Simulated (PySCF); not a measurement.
PySCF job for ZnI, SMILES [I][Zn] (connectivity only; charge and spin as stated), neutral, multiplicity 2, TDA-PBE/def2-TZVPD. Geometry: B3LYP-D3(BJ)/def2-TZVP. The multiplicity is an assumed one; other spin states were not compared. The def2 effective core potentials stand for the cores of I; spin–orbit coupling is left out.

```python
import numpy as np
from pyscf import gto, scf, dft, tdscf

mol = gto.M(
    atom='''
    Zn    0.00000000    0.00000000   -1.62894649
    I     0.00000000    0.00000000    0.92204518
    ''',
    basis='def2-TZVPD',
    ecp={'I': 'def2-tzvp'},
    charge=0,
    spin=1,
    max_memory=1600,
    verbose=4,
)
mf = dft.UKS(mol, xc='pbe').density_fit(auxbasis='def2-universal-jkfit')
mf.grids.level = 3
mf.conv_tol = 1e-9
mf.max_cycle = 100
mf.kernel()
fine, coarse = mf.grids, dft.Grids(mol).set(level=1).build(with_non0tab=True)
for _ in range(3):  # follow internal instabilities
    mf.grids = coarse
    mo, _, stable, _ = mf.stability(return_status=True, nroots=4)
    mf.grids = fine
    if stable:
        break
    mf.kernel(mf.make_rdm1(mo, mf.mo_occ))
mf.grids = dft.Grids(mol).set(level=1).build(with_non0tab=True)  # coarser grid for the response kernel
td = tdscf.TDA(mf)
td.nstates = 10
td.conv_tol = 1e-4
td.positive_eig_threshold = 1e-6
td.kernel(x0=td.get_init_guess(mf, 15))
td.analyze(verbose=3)
```

Program output:

```
PySCF version 2.14.0

[INPUT] verbose = 4
[INPUT] num. atoms = 2
[INPUT] num. electrons = 55
[INPUT] charge = 0
[INPUT] spin (= nelec alpha-beta = 2S) = 1
[INPUT] symmetry False subgroup None
[INPUT] Mole.unit = angstrom
[INPUT] Symbol           X                Y                Z      unit          X                Y                Z       unit  Magmom
[INPUT]  1 Zn     0.000000000000   0.000000000000  -1.628946490000 AA    0.000000000000   0.000000000000  -3.078262737672 Bohr   0.0
[INPUT]  2 I      0.000000000000   0.000000000000   0.922045180000 AA    0.000000000000   0.000000000000   1.742412864675 Bohr   0.0

nuclear repulsion = 155.579852673529
number of shells = 36
number of NR pGTOs = 202
number of NR cGTOs = 110
basis = def2-TZVPD
ecp = {'I': 'def2-tzvp'}


[settings echo left out]
init E= -2034.51407281834
  alpha nocc = 28  HOMO = -0.52407044595044  LUMO = -0.451235265500336
  beta  nocc = 27  HOMO = -0.587861327648465  LUMO = -0.524070445950442

WARN: HOMO -0.52407044595044 >= LUMO -0.524070445950442

cycle= 1 E= -2073.56488408736  delta_E= -39.1  |g|= 3.25  |ddm|= 13.6
  alpha nocc = 28  HOMO = -0.0641217680355117  LUMO = 0.00311060175486517
  beta  nocc = 27  HOMO = -0.186277980036998  LUMO = -0.0528168833718136
  HOMO = -0.0641217680355  LUMO = -0.0528168833718  gap/eV = 0.30762
cycle= 2 E= -2062.42600417116  delta_E= 11.1  |g|= 5.43  |ddm|= 8.47
  alpha nocc = 28  HOMO = -0.0953148229873593  LUMO = -0.0353563898496143
  beta  nocc = 27  HOMO = -0.16192180169257  LUMO = -0.082302373896762
  HOMO = -0.0953148229874  LUMO = -0.0823023738968  gap/eV = 0.35409
cycle= 3 E= -2076.06254287961  delta_E= -13.6  |g|= 1.31  |ddm|= 6.26
  alpha nocc = 28  HOMO = -0.250151650967774  LUMO = -0.114475324982853
  beta  nocc = 27  HOMO = -0.277503348460815  LUMO = -0.242713412811865
  HOMO = -0.250151650968  LUMO = -0.242713412812  gap/eV = 0.20240
cycle= 4 E= -2076.4685258859  delta_E= -0.406  |g|= 1.29  |ddm|= 2.98
  alpha nocc = 28  HOMO = -0.18628112336835  LUMO = -0.0862768817937948

WARN: beta  nocc = 27  HOMO -0.180131433507621 >= LUMO -0.180131433507411


WARN: HOMO -0.180131433507621 >= LUMO -0.180131433507411

cycle= 5 E= -2076.37293138817  delta_E= 0.0956  |g|= 0.651  |ddm|= 1.35
  alpha nocc = 28  HOMO = -0.195190520713398  LUMO = -0.0508528920205391
  beta  nocc = 27  HOMO = -0.255360012282603  LUMO = -0.179325894624149
  HOMO = -0.195190520713  LUMO = -0.179325894624  gap/eV = 0.43170
cycle= 6 E= -2076.83924863864  delta_E= -0.466  |g|= 0.121  |ddm|= 1.39
  alpha nocc = 28  HOMO = -0.197377679186012  LUMO = -0.0481074042884485
  beta  nocc = 27  HOMO = -0.223755364109181  LUMO = -0.168293946551364
  HOMO = -0.197377679186  LUMO = -0.168293946551  gap/eV = 0.79141
cycle= 7 E= -2076.8444594336  delta_E= -0.00521  |g|= 0.11  |ddm|= 0.288
  alpha nocc = 28  HOMO = -0.19921677593372  LUMO = -0.0444599182058813
  beta  nocc = 27  HOMO = -0.231081691840712  LUMO = -0.166232653650622
  HOMO = -0.199216775934  LUMO = -0.166232653651  gap/eV = 0.89754
cycle= 8 E= -2076.84869962565  delta_E= -0.00424  |g|= 0.0201  |ddm|= 0.112
  alpha nocc = 28  HOMO = -0.202514450552878  LUMO = -0.0467308454700901
  beta  nocc = 27  HOMO = -0.234574409340284  LUMO = -0.168101687202612
  HOMO = -0.202514450553  LUMO = -0.168101687203  gap/eV = 0.93642
cycle= 9 E= -2076.84889699761  delta_E= -0.000197  |g|= 0.00223  |ddm|= 0.0262
  alpha nocc = 28  HOMO = -0.202265262597468  LUMO = -0.0465111200378745
  beta  nocc = 27  HOMO = -0.234200364244174  LUMO = -0.167377454080135
  HOMO = -0.202265262597  LUMO = -0.16737745408  gap/eV = 0.94935
cycle= 10 E= -2076.84890000004  delta_E= -3e-06  |g|= 0.000754  |ddm|= 0.00495
  alpha nocc = 28  HOMO = -0.202295046586589  LUMO = -0.0464723324516484
  beta  nocc = 27  HOMO = -0.234254964006744  LUMO = -0.167354555068199
  HOMO = -0.202295046587  LUMO = -0.167354555068  gap/eV = 0.95078
cycle= 11 E= -2076.84890030738  delta_E= -3.07e-07  |g|= 0.00016  |ddm|= 0.00111
  alpha nocc = 28  HOMO = -0.202304802915611  LUMO = -0.0464805829030703
  beta  nocc = 27  HOMO = -0.234271860175859  LUMO = -0.167358827587785
  HOMO = -0.202304802916  LUMO = -0.167358827588  gap/eV = 0.95093
cycle= 12 E= -2076.84890031473  delta_E= -7.36e-09  |g|= 2.57e-05  |ddm|= 0.00018
  alpha nocc = 28  HOMO = -0.202303023622395  LUMO = -0.0464808967302527
  beta  nocc = 27  HOMO = -0.234265300694842  LUMO = -0.167358359752731
  HOMO = -0.202303023622  LUMO = -0.167358359753  gap/eV = 0.95089
cycle= 13 E= -2076.84890031527  delta_E= -5.38e-10  |g|= 8.23e-06  |ddm|= 6.32e-05
  alpha nocc = 28  HOMO = -0.202302878262084  LUMO = -0.0464808422100723
  beta  nocc = 27  HOMO = -0.234268491063831  LUMO = -0.167358450711873
  HOMO = -0.202302878262  LUMO = -0.167358450712  gap/eV = 0.95089
Extra cycle  E= -2076.84890031514  delta_E= 1.26e-10  |g|= 1.79e-05  |ddm|= 3.57e-05
converged SCF energy = -2076.84890031514  <S^2> = 0.75247912  2S+1 = 2.0024776
tot grids = 15472
uhf_internal: lowest eigs of H = [0.29850006 0.32644025 0.33992645 0.3509444 ]
<class 'pyscf.df.df_jk.DFUKS'> wavefunction is stable in the internal stability analysis
tot grids = 15472
Overwritten attributes  positive_eig_threshold  of <class 'pyscf.tdscf.uks.TDA'>


******** <class 'pyscf.tdscf.uks.TDA'> for <class 'pyscf.df.df_jk.DFUKS'> ********
nstates = 10
deg_eia_thresh = 1.000e-03
wfnsym = None
conv_tol = 0.0001
eigh lindep = 1e-12
eigh level_shift = 0
eigh max_cycle = 100


Excitation energies (eV)
[1.82699445 1.82699718 3.77596981 3.77597058 3.8835978  4.60217459
 4.60217544 4.64520763 4.6561847  5.03333799]

** Excitation energies and oscillator strengths **
Excited State   1:      1.82699 eV    678.62 nm  f=0.0013
Excited State   2:      1.82700 eV    678.62 nm  f=0.0013
Excited State   3:      3.77597 eV    328.35 nm  f=0.0564
Excited State   4:      3.77597 eV    328.35 nm  f=0.0564
Excited State   5:      3.88360 eV    319.25 nm  f=0.0334
Excited State   6:      4.60217 eV    269.40 nm  f=0.0000
Excited State   7:      4.60218 eV    269.40 nm  f=0.0000
Excited State   8:      4.64521 eV    266.91 nm  f=0.0009
Excited State   9:      4.65618 eV    266.28 nm  f=0.0000
Excited State  10:      5.03334 eV    246.33 nm  f=0.1594
```

Self-consistency was reached.
